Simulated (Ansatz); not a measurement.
`O/C=C/CI` + H₂ → `C/C=C/O` + HI at 600 K and 1 bar (hydrogenolysis of a C–I bond).

Computed with Ansatz on PBE0-D4/def2-TZVP structures; ΔE is electronic, products minus reactants. CCSD(T)/CBS adds triple-zeta CCSD(T) − MP2 to the extrapolated MP2 energy (def2 sets, frozen cores). This one scheme is used for every species. Double bonds are as drawn, so ΔE can hold a change between cis and trans. Elements past krypton have def2 core potentials. For I outer-core shells are correlated without core-valence functions, which leaves a few kJ/mol of doubt a bond. Each species was taken in one conformer, which may not be the lowest.

| species | CCSD(T)/CBS energy (Eh) | H − E (kJ/mol) | S (J/(mol·K)) |
| --- | --- | --- | --- |
| `O/C=C/CI` | -489.75666 | 253.6 | 421.4 |
| H₂ | -1.17544 | 43.9 | 150.8 |
| `C/C=C/O` | -192.91632 | 270.7 | 360.4 |
| HI | -298.03592 | 31.6 | 227.0 |

H − E and S are ideal-gas, rigid-rotor, harmonic terms from PBE0-D4/def2-TZVP, for one conformer and one mirror image of each species. For small species the MP2-based limit differs from directly extrapolated CCSD(T) by up to some mEh (0.8 for H₂); such offsets cancel only in part. 1 Eh = 2625.50 kJ/mol, R = 8.31446 J/(mol·K).

By hand: ΔE, ΔH, ΔS and ΔG.

ΔE = (-192.91632) + (-298.03592) − (-489.75666) − (-1.17544) = -0.02014 Eh = -52.9 kJ/mol. Δ(H − E) = 270.7 + 31.6 − 253.6 − 43.9 = 4.8, so ΔH = -48.1 kJ/mol. ΔS = 360.4 + 227.0 − 421.4 − 150.8 = 15.2 J/(mol·K). ΔG = -48.1 − 600 × (15.2)/1000 = -57.2 kJ/mol.

By hand: the equilibrium constant, and the temperature at which ΔG would vanish if ΔH and ΔS stayed fixed.

log₁₀ K = −ΔG/(RT ln 10) = 5.0. ΔH and −TΔS have one sign here, so there is no such temperature.

ΔH outweighs TΔS. A doubt of 5 kJ/mol in ΔE shifts log₁₀ K by 0.4 here. Other conformers and mirror images would add mixing entropy, several J/(mol·K) or more a flexible species. These are equilibria of isolated gas molecules and say nothing of rates. Largest T1 diagnostic: 0.011 (customary marks: 0.02 for closed shells, 0.045 for open ones).
